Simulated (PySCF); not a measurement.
CHO$_{2}$ (SMILES O=[C]O), doublet, at a GFN2-xTB geometry; CAMB3LYP/3-21G (PySCF).

The PySCF input:
```python
from pyscf import gto, scf, dft

mol = gto.Mole()
mol.atom = '''
    O     0.965243   -0.682663   -0.072977
    C     0.272153    0.258955    0.168123
    O    -0.979298    0.513219   -0.000943
    H    -1.520474   -0.198179   -0.417378
'''
mol.basis = '3-21g'
mol.charge = 0
mol.spin = 1
mol.verbose = 5
mol.build()

mf = dft.UKS(mol)
mf.xc = 'camb3lyp'
mf.kernel()
```

Output, abridged:

```
PySCF version 2.14.0

[INPUT] verbose = 5
[INPUT] max_memory = 4000
[INPUT] num. atoms = 4
[INPUT] num. electrons = 23
[INPUT] charge = 0
[INPUT] spin (= nelec alpha-beta = 2S) = 1
[INPUT] symmetry False subgroup None
[INPUT] Mole.unit = angstrom
[INPUT] Symbol           X                Y                Z      unit          X                Y                Z       unit  Magmom
[...]
[INPUT] ---------------- BASIS SET ----------------
[INPUT] l, kappa, [nprim/nctr], expnt,             c_1 c_2 ...
[INPUT] O
[...]
                                48.4308           0.3515
                                10.4206           0.707658
[...]
                                1.5762            1.22156
[...]
                                1.5762            0.853955
[...]
[INPUT] C
[...]
                                25.9109           0.358794
                                5.53335           0.700713
[...]
                                0.770545          1.21584
[...]
                                0.770545          0.860619
[...]
[INPUT] H
[...]
                                0.824547          0.904691
[...]
nuclear repulsion = 63.4095024801852
number of shells = 17
number of NR pGTOs = 48
number of NR cGTOs = 29
basis = 3-21g
ecp = {}

******** <class 'pyscf.dft.uks.UKS'> ********
method = UKS
initial guess = minao
damping factor = 0
level_shift factor = 0
DIIS = <class 'pyscf.scf.diis.CDIIS'>
diis_start_cycle = 1
diis_space = 8
diis_damp = 0
SCF conv_tol = 1e-09
SCF conv_tol_grad = None
SCF max_cycles = 50
direct_scf = True
direct_scf_tol = 1e-13
number electrons alpha = 12  beta = 11
XC library pyscf.dft.libxc version 7.1.2
    S. Lehtola, C. Steigemann, M. J. T. Oliveira, and M. A. L. Marques,  SoftwareX 7, 1–5 (2018)
XC functionals = camb3lyp
    T. Yanai, D. P. Tew, and N. C. Handy,  Chem. Phys. Lett. 393, 51 (2004)
radial grids:
    Treutler-Ahlrichs [JCP 102, 346 (1995); DOI:10.1063/1.469408] (M4) radial grids

becke partition: Becke, JCP 88, 2547 (1988); DOI:10.1063/1.454033
pruning grids: <function nwchem_prune>
grids dens level: 3
symmetrized grids: False
atomic radii adjust function: <function treutler_atomic_radii_adjust>
small_rho_cutoff = 0
Set gradient conv threshold to 3.16228e-05
atom O rad-grids = 75, ang-grids = [ 50  50  50  50  50  50  50  50  50  50  50  50  50  50  50  50  50  50
  50  50  50  50  50  86  86  86  86  86  86  86  86  86 266 266 266 266
 266 266 266 302 302 302 302 302 302 302 302 302 302 302 302 302 302 302
 302 302 302 302 302 266 266 266 266 266 266 266 266 266 266 266 266 266
 266 266 266]
atom C rad-grids = 75, ang-grids = [ 50  50  50  50  50  50  50  50  50  50  50  50  50  50  50  50  50  50
  50  50  50  50  86  86  86  86  86  86  86  86  86  86 266 266 266 266
 266 266 302 302 302 302 302 302 302 302 302 302 302 302 302 302 302 302
 302 302 302 302 266 266 266 266 266 266 266 266 266 266 266 266 266 266
 266 266 266]
atom H rad-grids = 50, ang-grids = [ 50  50  50  50  50  50  50  50  50  50  50  50  50  50  50  86  86  86
  86 266 266 266 266 266 302 302 302 302 302 302 302 302 302 302 302 302
 302 266 266 266 266 266 266 266 266 266 266 266 266 266]
tot_boxes 1430, boxes in each direction [11  9  8]
Padding 6 grids
tot grids = 52096
nelec by numeric integration = [11.46102899 11.46102899]
E1 = -381.2558974225953  E2 = 129.4997567814303  Ecoul = 152.09614106875324  Exc = -22.59638428732293
init E= -188.34663816098
cond(S) = 84.24739396866327

  alpha mo_energy =
[-1.93276353e+01 -1.93236217e+01 -1.02764193e+01 -1.41994662e+00
 -1.26306807e+00 -7.63767659e-01 -6.24402382e-01 -5.62003261e-01
 -5.45933849e-01 -4.49282197e-01 -4.36417715e-01 -1.64642649e-01
  5.00925228e-03  1.02553301e-01  2.74213868e-01  4.22541208e-01
  7.51267587e-01  7.60781320e-01  8.08721117e-01  9.83074024e-01
  1.13352073e+00  1.37393736e+00  1.44688834e+00  1.48404266e+00
  1.51531734e+00  1.53964973e+00  1.73573861e+00  3.00809044e+00
  3.10876849e+00]
  beta  mo_energy =
[...]
  3.20361966e+00]
multiplicity <S^2> = 0.75273615  2S+1 = 2.0027343
nelec by numeric integration = [11.99999924 10.99999947]
E1 = -382.38879105267904  E2 = 131.02465829969722  Ecoul = 153.81727788867914  Exc = -22.79261958898193
cycle= 9 E= -187.954630272797  delta_E= -4.03e-08  |g|= 4.16e-05  |ddm|= 0.000333
  alpha mo_energy =
[-19.19918206 -19.14984254 -10.34442979  -1.24178445  -1.16022553
  -0.75149822  -0.56475982  -0.55198018  -0.54640576  -0.43220957
  -0.40646609  -0.28106905   0.07224692   0.12309605   0.32496918
   0.46721902   0.73552295   0.73925911   0.82100794   0.96690271
   1.1401258    1.45858557   1.56002383   1.58892275   1.61069339
   1.62790971   1.79876059   3.07506402   3.19004863]
  beta  mo_energy =
[-1.91962379e+01 -1.91425267e+01 -1.03323144e+01 -1.23005569e+00
 -1.14490251e+00 -7.30995625e-01 -5.53910374e-01 -5.35670057e-01
 -5.12255480e-01 -4.03162360e-01 -4.00518330e-01 -1.74955758e-02
  9.61722229e-02  1.43361233e-01  3.35440430e-01  4.94580366e-01
  7.49997371e-01  7.70352248e-01  8.48886433e-01  9.83719996e-01
  1.16326167e+00  1.46124316e+00  1.56636912e+00  1.61184285e+00
  1.61541301e+00  1.63877332e+00  1.80358553e+00  3.08348776e+00
  3.20361336e+00]
multiplicity <S^2> = 0.75274326  2S+1 = 2.0027414
nelec by numeric integration = [11.99999924 10.99999947]
E1 = -382.3888229739296  E2 = 131.02469021471939  Ecoul = 153.8173136234681  Exc = -22.792623408748703
cycle= 10 E= -187.954630279025  delta_E= -6.23e-09  |g|= 1.38e-05  |ddm|= 0.000161
  alpha mo_energy =
[-19.1991827  -19.14983873 -10.3444311   -1.24178418  -1.16022252
  -0.75149965  -0.56475782  -0.55197886  -0.54640657  -0.43220815
  -0.40646213  -0.28106957   0.07224733   0.12309523   0.32496989
   0.46721837   0.73552028   0.7392577    0.82100737   0.96690163
   1.14012497   1.45858581   1.5600249    1.58892637   1.61069783
   1.62791174   1.79875975   3.07506318   3.19005281]
  beta  mo_energy =
[-1.91962364e+01 -1.91425267e+01 -1.03323143e+01 -1.23005409e+00
 -1.14490299e+00 -7.30995257e-01 -5.53909984e-01 -5.35668732e-01
 -5.12255720e-01 -4.03164113e-01 -4.00519779e-01 -1.74946623e-02
  9.61732103e-02  1.43361265e-01  3.35441934e-01  4.94580118e-01
  7.49999564e-01  7.70352523e-01  8.48886937e-01  9.83719355e-01
  1.16326269e+00  1.46124418e+00  1.56636962e+00  1.61184306e+00
  1.61541087e+00  1.63877301e+00  1.80358592e+00  3.08348935e+00
  3.20361238e+00]
multiplicity <S^2> = 0.75274534  2S+1 = 2.0027435
nelec by numeric integration = [11.99999924 10.99999947]
E1 = -382.38882817181513  E2 = 131.024695411851  Ecoul = 153.81731911227916  Exc = -22.792623700428155
cycle= 11 E= -187.954630279779  delta_E= -7.54e-10  |g|= 3.3e-06  |ddm|= 6.64e-05
  alpha mo_energy =
[-19.19918036 -19.1498377  -10.34443157  -1.24178348  -1.160222
  -0.75149879  -0.56475727  -0.55197855  -0.54640616  -0.43220755
  -0.40646152  -0.28106961   0.07224756   0.12309594   0.32497039
   0.46721842   0.73552009   0.73925742   0.8210073    0.96690248
   1.14012493   1.45858662   1.56002565   1.58892683   1.61069838
   1.6279125    1.79876075   3.07506415   3.19005324]
  beta  mo_energy =
[-1.91962338e+01 -1.91425259e+01 -1.03323146e+01 -1.23005315e+00
 -1.14490264e+00 -7.30994245e-01 -5.53909348e-01 -5.35668059e-01
 -5.12255242e-01 -4.03163342e-01 -4.00519446e-01 -1.74944669e-02
  9.61733563e-02  1.43361829e-01  3.35442288e-01  4.94580297e-01
  7.49999481e-01  7.70352628e-01  8.48887122e-01  9.83719815e-01
  1.16326278e+00  1.46124534e+00  1.56637048e+00  1.61184327e+00
  1.61541118e+00  1.63877343e+00  1.80358713e+00  3.08349061e+00
  3.20361246e+00]
multiplicity <S^2> = 0.7527453  2S+1 = 2.0027434
nelec by numeric integration = [11.99999924 10.99999947]
E1 = -382.38882107520686  E2 = 131.02468831522305  Ecoul = 153.81731079162464  Exc = -22.792622476401583
Extra cycle  E= -187.954630279799  delta_E= -1.97e-11  |g|= 2.3e-06  |ddm|= 7.62e-06
converged SCF energy = -187.954630279799  <S^2> = 0.7527453  2S+1 = 2.0027434
```
